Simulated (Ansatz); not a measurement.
# Energy profile

The step: Si₂H₄OF₂ ([OH][Si]([F])([F])[SiH3]) + H₂O + HF → SiHOF₃ ([OH][Si]([F])([F])[F]) + SiH₄ + H₂O; bonds formed: Si1–F7, Si2–H8, H6–O9; bonds broken: Si1–Si2, H6–F7, H8–O9 (atoms numbered as in the saddle structure below).

| atom | x (Å) | y (Å) | z (Å) |
| --- | --- | --- | --- |
| Si1 | -0.8552 | 0.4036 | -0.5394 |
| Si2 | 1.3260 | -0.8535 | -0.6979 |
| F3 | -1.1938 | -0.7750 | -1.6136 |
| F4 | -2.0021 | -0.0165 | 0.5289 |
| O5 | -1.1585 | 1.6292 | -1.5721 |
| H6 | 0.0471 | 0.5142 | 1.9433 |
| F7 | -0.1477 | 1.4813 | 0.6406 |
| H8 | 0.3341 | -0.6740 | 0.9748 |
| O9 | 0.1290 | -0.4696 | 2.1038 |
| H10 | 2.5095 | -0.6785 | 0.1956 |
| H11 | 1.1978 | -2.2786 | -1.0807 |
| H12 | 1.5678 | -0.0101 | -1.9005 |
| H13 | -0.9667 | 2.4971 | -1.2125 |
| H14 | -0.7874 | -0.7694 | 2.2295 |

Electronic energies by CCSD(T) at an estimated basis limit (MP2 extrapolated from triple and quadruple zeta, plus CCSD(T) − MP2 in triple zeta), on PBE0-D4/def2-TZVP structures; Si$_{2}$H$_{7}$O$_{2}$F$_{3}$, singlet; no counterpoise correction. Computed with Ansatz 0.2.0 (basis: def2-TZVPP and def2-QZVPP); correlated methods freeze the cores. Extrapolation: Hartree–Fock as exp(−7.88 √X), correlation as X^−2.97.

(1) Give the profile in kJ/mol, counted from the separated reactants. (An estimate is asked for; the value comes from the calculation.)

T1 diagnostic: at most 0.013.

## Answers

(1) Computed:
```csv
point,kJ/mol
"separated: Si$_{2}$H$_{4}$OF$_{2}$ (linked as [OH][Si]([F])([F])[SiH3]; Si1, Si2, F3, F4, O5, H10, H11, H12, H13; singlet) + HF (H6, F7; singlet) + H$_{2}$O (H8, O9, H14; singlet)",0.0
start structure,-77.0
saddle,99.7
end structure,-175.8
"separated: SiHOF$_{3}$ (linked as [OH][Si]([F])([F])[F]; Si1, F3, F4, O5, F7, H13; singlet) + SiH$_{4}$ (Si2, H8, H10, H11, H12; singlet) + H$_{2}$O (H6, O9, H14; singlet)",-158.6
```

For scale, one of the runs: CCSD(T)/def2-TZVPP, 337 basis functions, launched by `ansatz run in.yaml --threads 4 --pin off --events-out ev --progress --plain --max-ram 66560MiB --backend cuda --devices 0, --max-vram 37GiB`. The run took 17 s on 4 CPU threads of an AMD EPYC 7R13 and a share of one NVIDIA H100 (shared host), with 0.84 GiB of host memory at its peak.
